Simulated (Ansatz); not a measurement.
`[SiH3]O[Si]S`, relaxed with RKS PBE0-D4/def2-TZVP in Ansatz from a PBE-D4/def2-SVP geometry. The force threshold is 0.005 eV/Å; the program also tests the step.

The species carries charge 0 and has multiplicity 1.

Start:

```xyz
8

Si   -1.383    0.129    0.438
O     0.209   -0.146   -0.049
Si    1.326   -1.400   -0.266
S     3.034   -0.225   -0.971
H    -1.654    1.600    0.322
H    -2.337   -0.627   -0.446
H    -1.571   -0.301    1.867
H     2.376    0.969   -0.896
```

(1) By how much does the energy fall, and how many steps does the optimiser take? (Estimate.)

(2) Which bonds change most? (Estimate.)

(3) Give the relaxed structure. (Estimate.)

Answers

(1) The calculation gave: 8.66 kJ/mol, in 34 steps, 6 of them rejected.

(2) Ansatz gave: O2–Si3 from 1.693 to 1.649 Å; Si1–O2 from 1.688 to 1.648 Å; Si3–S4 from 2.190 to 2.159 Å; Si1–H7 from 1.504 to 1.483 Å.

(3) Ansatz gave: 
```xyz
8

Si   -1.362    0.123    0.439
O     0.166   -0.126   -0.124
Si    1.049   -1.173   -1.043
S     2.988   -0.229   -0.937
H    -1.845    1.431   -0.067
H    -2.266   -0.960   -0.027
H    -1.322    0.140    1.921
H     2.591    0.795   -0.162
```
